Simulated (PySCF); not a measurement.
B(Br)(Et)(OH) (C₂H₆BBrO), SMILES CCB(O)Br.

Geometry optimised at B3LYP-D3(BJ)/def2-SVP. One conformer was computed; it need not be the lowest.

All values below come from PBE/def2-TZVP run with PySCF.

The molecule is in vacuum.

Computed frontier levels, gap, dipole moment and polarisability:
```
Quantity                                                                                                        Value
---------------------------------------------------------------------------------------------  ----------------------
highest occupied level                                                                                       -6.97 eV
lowest empty level                                                                                           -1.12 eV
orbital gap                                                                                                   5.85 eV
dipole moment                                                                                                  0.78 D
quadrupole, principal values (traceless, Buckingham form, about the centre of nuclear charge)  -4.54, -0.82, 5.36 D·Å
mean static polarisability                                                                       63.8 bohr³ (9.46 Å³)
polarisability, principal values                                                               50.9, 66.6, 74.0 bohr³
```
